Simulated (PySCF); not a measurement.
# [Dy(H2O)2]3+ at several levels of theory

Computed with PySCF 2.14.0 (density fitting, no spin-orbit coupling) at the geometry relaxed with TPSS:

```xyz
7
[Dy(H2O)2]3+ (singlet in the valence; each metal's 4f electrons, 9 of them, lie in its core potential, out of spins and levels)
Dy    1.0438    0.1743   -0.0065
O    -0.1641    0.0345    1.8495
H     0.1269    0.2374    2.7898
H    -1.1189   -0.2513    1.9693
O    -0.1684   -0.0840   -1.8482
H     0.1277   -0.4545   -2.7345
H    -1.1273    0.1597   -2.0193
```

```json
{"level": "TPSS", "basis": "Dy lcecp-1-SVP with ECP55, O def2-SVP, H def2-SVP", "state": "singlet", "HOMO (eV)": "-24.88", "gap (eV)": "5.52", "charge on Dy1 (e)": "2.16", "population of f-type functions on Dy1 (polarisation alone where 4f lies in the core)": "0.03", "dipole about the centre of mass (D)": "3.35", "largest force component (eV/Å)": "0.01"}
{"level": "TPSS", "basis": "Dy lcecp-1-TZVP with ECP55, O def2-TZVP, H def2-TZVP", "state": "singlet", "HOMO (eV)": "-24.87", "gap (eV)": "5.56", "charge on Dy1 (e)": "2.35", "population of f-type functions on Dy1 (polarisation alone where 4f lies in the core)": "0.04", "dipole about the centre of mass (D)": "3.35", "largest force component (eV/Å)": "0.29"}
```

In the lcecp rows the 4f levels are missing from HOMO and gap, and the state counts the valence alone.

Charges are Mulliken's, which hang on the basis. The relaxation used the grid (50, 194), these runs (75, 302) or, all-electron (x2c bases, spin-free X2C Hamiltonian), (99, 590).

(1) Order these levels, in the first row's basis, by the HOMO–LUMO gap they give here, smallest first.
A. CAM-B3LYP
B. PBE
C. r2SCAN
D. wB97X

(2) And their other results?

No frequency check is given that shows the relaxed geometry to be a minimum. An lcecp potential fixes the number of 4f electrons, so in runs with it no electron can move into or out of that shell.

Results:

(1) B (5.20 eV), C (6.09 eV), A (10.40 eV), D (12.97 eV).

(2) 
```tsv
level	state	HOMO (eV)	gap (eV)	charge on Dy1 (e)	population of f-type functions on Dy1 (polarisation alone where 4f lies in the core)	dipole about the centre of mass (D)	largest force component (eV/Å)
PBE	singlet	-24.82	5.20	2.11	0.03	3.47	0.13
wB97X	singlet	-29.08	12.97	2.25	0.04	2.95	0.47
r2SCAN	singlet	-25.17	6.09	2.21	0.03	3.21	0.31
CAM-B3LYP	singlet	-28.05	10.40	2.21	0.03	3.10	0.31
```
